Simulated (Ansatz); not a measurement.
Species: C2H8O2Te, net charge 0, singlet state. 
Geometry from a B3LYP-D3(BJ)/def2-TZVP (Ansatz, a program for electronic structure) optimisation:
```xyz
13

O     -0.1716    -0.5182     1.9982
Te     0.0277     0.3171     0.0990
C      1.4858    -1.1888    -0.2271
C     -1.6647    -0.8557    -0.4113
O      0.1860     0.6824    -1.9469
H     -0.1382     0.1698     2.6711
H      1.4186    -1.4734    -1.2729
H      2.4654    -0.7693    -0.0106
H      1.2616    -2.0004     0.4587
H     -2.5536    -0.2386    -0.3041
H     -1.5381    -1.1608    -1.4458
H     -1.6951    -1.6878     0.2859
H      0.2952     1.6250    -2.1107
```

Computed values are from Ansatz. Valence correlation only, unless marked. Open shells are spin-unrestricted. No spin-orbit coupling. Frozen are the shells of the preceding noble gas and the d and f shells that filled before the atom's block. In def2 rows, elements after Kr have scalar-relativistic effective core potentials. CBS(X,Y): correlation extrapolated as X^-3; Hartree-Fock from the larger set.

```json
{
  "atomisation energy De": "4447.3 kJ/mol at CCSD(T)/CBS(def2-TZVPPD,def2-QZVPPD)",
  "total_energy": "-498.4116 Eh at CCSD(T)/CBS(def2-TZVPPD,def2-QZVPPD)",
  "dipole_moment": "1.27 D at CCSD(T)/def2-SVPD",
  "T1 diagnostic": "0.014 at CCSD/def2-QZVPPD"
}
```
